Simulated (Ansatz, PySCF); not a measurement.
Species: PbH3, charge 0, multiplicity 2. 
Geometry from a B3LYP-D3(BJ)/def2-TZVP (Ansatz, a first-principles code) optimisation:
```xyz
4

Pb     0.0130     0.0124     0.0132
H      1.0098    -1.0347    -1.0522
H     -1.0172     1.0552    -1.0245
H     -1.0595    -1.0408     0.9959
```
Charge 0, spin multiplicity 2.

Quantity: atomisation energy (electronic, to ground-state atoms), in kcal/mol. Cores are frozen in the correlated levels unless marked. Open shells are spin-unrestricted. Spin-orbit coupling is left out. Frozen are the shells of the preceding noble gas and the d and f shells that filled before the atom's block. In def2 rows, elements after Kr have scalar-relativistic effective core potentials. The coupled-cluster limit lacks core correlation, which all-electron functionals hold. Basis-set limits of correlation are two-point, X^-3; Hartree-Fock from the larger set. [CCSD(T)-MP2]/basis is that difference in the basis named.

```tsv
level	program	atomisation energy (kcal/mol)	minus last row
PBE-D3(BJ)/def2-TZVPD	Ansatz + dftd3	154.4	0.2
r2SCAN-D3(BJ)/def2-TZVPD	Ansatz + dftd3	156.4	2.2
r2SCAN-D4/def2-TZVPD	Ansatz + dftd4	156.4	2.2
TPSSh-D3(BJ)/def2-TZVPD	PySCF + dftd3	163.5	9.3
r2SCANh-D4/def2-TZVPD	Ansatz + dftd4	155.4	1.2
r2SCANh/def2-TZVPD	Ansatz	155.2	1.0
PW6B95-D3(BJ)/def2-TZVPD	PySCF + dftd3	155.7	1.5
PW6B95-D4/def2-TZVPD	PySCF + dftd4	156.2	2.0
HSE06-D4/def2-TZVPD	Ansatz + dftd4	152.1	-2.1
HSE06/def2-TZVPD	Ansatz	151.2	-3.0
CAM-B3LYP-D3(BJ)/def2-TZVPD	Ansatz + dftd3	158.6	4.4
CAM-B3LYP/def2-TZVPD	Ansatz	157.8	3.6
LC-wPBE-D3(BJ)/def2-TZVPD	Ansatz + dftd3	152.0	-2.2
LC-wPBE-D4/def2-TZVPD	Ansatz + dftd4	152.3	-1.9
MP2/def2-TZVPP	Ansatz	140.2	-14.0
RI-MP2/CBS(def2-TZVPP,def2-QZVPP)	Ansatz	144.4	-9.8
SCS-MP2/def2-SVPD	Ansatz	136.8	-17.4
CCSD/def2-TZVPP	Ansatz	149.3	-4.9
RI-MP2/CBS(def2-TZVPPD,def2-QZVPPD)+[CCSD(T)-MP2]/def2-SVPD	Ansatz	154.8	0.6
CCSD(T)/CBS(def2-TZVPP,def2-QZVPP)	Ansatz	154.3	0.1
CCSD(T)/CBS(def2-TZVPPD,def2-QZVPPD)	Ansatz	154.2	0.0
```
